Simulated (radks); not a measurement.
Cu3+, 26 electrons, occupied as [Ne] 3s1.75 3p6 3d8 4f0.25 (fractional occupations, a model configuration).

Calculated with a radial shooting solver on a logarithmic mesh with Libxc functionals: non-relativistic Kohn-Sham, TASK exchange with Perdew-Wang LDA correlation, spin-unpolarised, spherical densities, point nucleus; meta-GGA in the generalised Kohn-Sham scheme.

Energy parts (eV):
part                       energy
total                  -44517.179
kinetic                 44471.055
electron-nucleus      -105304.122
Hartree                 18084.864
exchange-correlation    -1768.976

Orbitals (lengths in bohr, moments of r in powers of bohr):
orbital  occ.  eigenvalue (eV)     <r^2>
1s          2        -8826.976  0.003765
2s          2        -1104.441   0.06733
2p          6        -974.0317   0.05303
3s       1.75        -166.3911    0.5920
3p          6        -124.7122    0.6422
3d          8         -53.5076    0.8525
4f       0.25          -8.9439     33.28

The highest occupied level is 4f at -8.944 eV. The density falls to 0.001 e/bohr^3 at r = 2.58 bohr. Virial ratio -V/T = 2.00104. Summed over all electrons, <r^2> = 20.49 bohr^2, which gives a Langevin (diamagnetic) susceptibility term of -16.2 x 10^-6 cm^3/mol. The electron density at the nucleus is 1.658e+04 e/bohr^3.
